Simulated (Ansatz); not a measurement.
`C[Si](N)(N)[SiH3]` + `NC(O)(F)F` → `NC(F)(F)O[SiH3]` + `C[SiH](N)N`  (cleavage of the Si–Si bond)

Computed with Ansatz on PBE0-D4/def2-TZVP structures; ΔE is electronic, products minus reactants. CCSD(T)/CBS is the MP2 limit (def2-TZVPP, def2-QZVPP) plus CCSD(T) − MP2 in def2-TZVPP, frozen cores. Functionals use def2-TZVPP. One conformer a species, not always the lowest.

```
         level  ΔE (kJ/mol)
          PBE0        -74.9
CCSD/CBS(def2)        -95.7
```

**Question.** What does CCSD(T)/CBS give? (Best estimate.)

**Answer.** The calculation gave: -92.0 kJ/mol. The listed levels differ from it by 17.1, -3.7 kJ/mol.

Largest T1 diagnostic among the species: 0.012.

In def2-TZVPP, CCSD(T) changes the Hartree–Fock value by +26.2 kJ/mol (the triples alone add +3.7 kJ/mol) and MP2 by +18.6 kJ/mol. The D4 term adds +4.4 kJ/mol with B3LYP and +2.7 kJ/mol with PBE0; it sums over pairs of atoms, weighted by their polarisabilities, and B3LYP, whose exchange is more repulsive, gets the larger term.

B3LYP here is the variant with VWN-RPA as its local correlation; programs differ in this.
